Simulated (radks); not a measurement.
Problem. Radial electron density D(r) = 4 pi r^2 rho(r) of an atom or ion with 15 electrons. Calculated with a radial shooting solver on a logarithmic mesh with Libxc functionals: Dirac Kohn-Sham, RPBE, spin-unpolarised, spherical densities, finite nucleus; Fermi nuclear charge, rms radius of each element as measured or else 0.836 A^(1/3) + 0.57 fm.

```
   r/bohr * D(r) (the largest magnitude, 17.1, reaches the edge; | marks zero)
  0.01027 |      *
  0.01158 |        *
  0.01316 |          *
  0.01484 |            *
  0.01686 |               *
  0.01901 |                 *
  0.02161 |                     *
  0.02436 |                         *
  0.02769 |                             *
  0.03122 |                                 *
  0.03548 |                                      *
  0.04001 |                                          *
  0.04547 |                                               *
  0.05168 |                                                  *
  0.05827 |                                                     *
  0.06623 |                                                      *
  0.07467 |                                                      *
  0.08487 |                                                    *
  0.09569 |                                                  *
   0.1088 |                                              *
   0.1226 |                                          *
   0.1394 |                                      *
   0.1571 |                                   *
   0.1786 |                                  *
   0.2014 |                                   *
   0.2289 |                                      *
    0.258 |                                          *
   0.2933 |                                              *
   0.3307 |                                                 *
   0.3758 |                                                   *
   0.4237 |                                                 *
   0.4816 |                                            *
    0.543 |                                     *
   0.6171 |                             *
   0.7014 |                     *
   0.7908 |              *
   0.8988 |         *
    1.013 |       *
    1.152 |      *
    1.299 |       *
    1.476 |       *
    1.664 |        *
    1.891 |       *
    2.133 |      *
    2.424 |     *
    2.733 |   *
    3.106 |  *
    3.502 | *
     3.98 |*
    4.488 |*
      5.1 *
    5.751 *
    6.536 *
    7.369 *
    8.376 *
```

What is the nuclear charge?

Solution. Z = 15. The innermost maximum, from 1s, lies near gamma/Z bohr with gamma = sqrt(1 - (Z/c)^2) = 0.994, here 0.0663 bohr (found: 0.0700), and its height grows with Z. The density is that of neutral phosphorus in [Ne] 3s2 3p3; the configuration itself is not fixed sharply by these data, and Z only to about a unit. D(r) has 3 maxima, at r = 0.0700, 0.370, 1.65 bohr, and minima at 0.179, 1.15 bohr, inside which lie 2.20, 10.34 electrons.
